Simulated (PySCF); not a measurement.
CH₄Br₂Ge, SMILES [GeH]([Br])([Br])[CH3]. Coordinates come from a B3LYP-D3(BJ)/def2-SVP optimisation.

Problem. Give the equilibrium geometry at B3LYP-D3(BJ)/def2-SVP (PySCF confirms it by a frequency run) as a Z-matrix, and its point group. (Estimate from the structure and the level; the computed values follow.)

Solution. point group Cs.
```
Ge
H 1 1.5376
C 1 1.9482 2 116.02
H 3 1.0986 1 109.08 2 -180.00
H 3 1.0999 4 109.52 1 -119.71
H 3 1.0999 4 109.52 5 -120.58
Br 1 2.3287 2 107.26 3 -121.63
Br 1 2.3287 2 107.26 3 121.63
```
